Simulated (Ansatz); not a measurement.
System: C₅H₁₁O, charge 0, multiplicity 2. It need not be the lowest isomer of its formula. 
Geometry from a B3LYP-D3(BJ)/def2-TZVP (Ansatz, a program for electronic structure) optimisation:
```xyz
17

C     -1.9921     0.9367     0.7133
C     -0.8365    -0.0557     0.5782
C     -1.3174    -1.3596    -0.0615
C      0.3209     0.5779    -0.2012
C      1.5929    -0.2696    -0.2232
O      2.6497     0.2895    -0.8745
H     -2.3898     1.2024    -0.2698
H     -1.6692     1.8578     1.2022
H     -2.8096     0.5122     1.2993
H     -0.4742    -0.2872     1.5875
H     -2.1566    -1.7800     0.4958
H     -1.6535    -1.1839    -1.0873
H     -0.5346    -2.1196    -0.0919
H      0.0129     0.7797    -1.2315
H      0.5744     1.5427     0.2464
H      1.8809    -0.6041     0.7898
H      1.4148    -1.2145    -0.7782
```
Charge 0, spin multiplicity 2.

Computed values are from Ansatz. Correlated levels leave the core frozen unless marked. UHF or UKS for open shells. No spin-orbit coupling. No relativistic terms. CBS marks a two-point X^-3 extrapolation of the correlation energy; Hartree-Fock from the larger set. [CCSD(T)-MP2]/basis is that difference in the basis named.

### Question
What is the total energy at RI-MP2/CBS(cc-pVTZ,cc-pVQZ)+[CCSD(T)-MP2]/cc-pVTZ?

### Answer
-271.9798 Eh.

### Question
What is the T1 diagnostic at CCSD/cc-pVTZ?

### Answer
0.014.

### Question
What is the dipole moment at CCSD(T)/aug-cc-pVDZ?

### Answer
2.22 D.

### Question
What is the atomisation energy De at RI-MP2/CBS(cc-pVTZ,cc-pVQZ)+[CCSD(T)-MP2]/cc-pVTZ?

### Answer
6614.1 kJ/mol.
